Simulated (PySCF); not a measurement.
**UHF on Pb(2+) (lead, charge +2)**

Configuration: [Xe] 4f14 5d10 6s1 6p1, high-spin 3P determinant (an excited configuration). All numbers are calculated (PySCF 2.14, scalar relativity through the core potential, in cc-pVTZ-PP with ECP60MDF).

```json
{
  "Total energy": "-190.830084 hartree",
  "One-electron energy": "-321.2750 hartree",
  "Hartree (Coulomb) energy": "145.0957 hartree",
  "Exchange energy": "-14.6508 hartree",
  "⟨S²⟩": "2.0030",
  "⟨L²⟩": "2.021",
  "Sum of ⟨r⟩": "25.75 bohr",
  "Sum of ⟨r²⟩": "41.55 bohr²",
  "Traceless quadrupole moment −½Σ⟨3z² − r²⟩ along its main axis": "-3.66 e·bohr²"
}
```

```json
{"shell": "5s α", "electrons": "1", "mean orbital energy (eV)": "-186.58", "spread (eV)": "0", "rms radius, mean of both spins (bohr)": "0.925"}
{"shell": "5s β", "electrons": "1", "mean orbital energy (eV)": "-186.04", "spread (eV)": "0", "rms radius, mean of both spins (bohr)": "0.925"}
{"shell": "5p α", "electrons": "3", "mean orbital energy (eV)": "-123.49", "spread (eV)": "0.221", "rms radius, mean of both spins (bohr)": "1.05"}
{"shell": "5p β", "electrons": "3", "mean orbital energy (eV)": "-123.21", "spread (eV)": "0.632", "rms radius, mean of both spins (bohr)": "1.05"}
{"shell": "5d α", "electrons": "5", "mean orbital energy (eV)": "-47.769", "spread (eV)": "0.423", "rms radius, mean of both spins (bohr)": "1.38"}
{"shell": "5d β", "electrons": "5", "mean orbital energy (eV)": "-47.167", "spread (eV)": "0.797", "rms radius, mean of both spins (bohr)": "1.38"}
{"shell": "6s α", "electrons": "1", "mean orbital energy (eV)": "-33.351", "spread (eV)": "0", "rms radius, mean of both spins (bohr)": "2.36"}
{"shell": "6p α", "electrons": "1", "mean orbital energy (eV)": "-22.408", "spread (eV)": "0", "rms radius, mean of both spins (bohr)": "2.94"}
```

Energies and moments cover only the electrons outside the core potential. Spin-orbit coupling, absent here, splits the open shell strongly.
